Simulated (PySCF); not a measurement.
A GIAO shielding run with PySCF 2.14 (density fitting, non-relativistic, gas phase) on `C=C[Si@H](P)C1CC1`, C₅H₁₁PSi:

```
$ OMP_NUM_THREADS=1 python probes_run.py task.json out

{"job": {"kind": "nmr", "xc": "PBE0", "basis": "pcSseg-1"}, "charge": 0, "multiplicity": 1}
C     -2.095657    -1.832919     0.020368
C     -1.460851    -0.970330    -0.757152
Si    -0.611774     0.609387    -0.166554
P     -1.411732     2.298783    -1.422569
C      1.241547     0.549784    -0.538431
C      1.941354    -0.776407    -0.654733
C      2.213294     0.100790     0.517573
H     -2.175695    -1.684598     1.085289
H     -2.567332    -2.724681    -0.364005
H     -1.415842    -1.171895    -1.822070
H     -0.839913     0.771662     1.282646
H     -0.861007     3.294879    -0.637399
H     -2.627250     2.373675    -0.770161
H      1.606275     1.325676    -1.203436
H      1.357666    -1.671036    -0.496362
H      2.709579    -0.887938    -1.405718
H      3.170329     0.597999     0.579151
H      1.818250    -0.196513     1.477147
```

Hardware: 1 thread of an Arm Neoverse V1, shared host. The job also computes population analyses, field gradients, ring-centre shieldings.

**Question.** How large is the calculation?

**Answer.** 70 electrons, 188 basis functions and 1019 auxiliary functions.

**Question.** How long does it take, and how much memory does it need?

**Answer.** 29 s of wall time, with 14 SCF cycles and 5 response iterations; peak memory 0.89 GiB. Times on a shared host scatter by some tens of per cent.
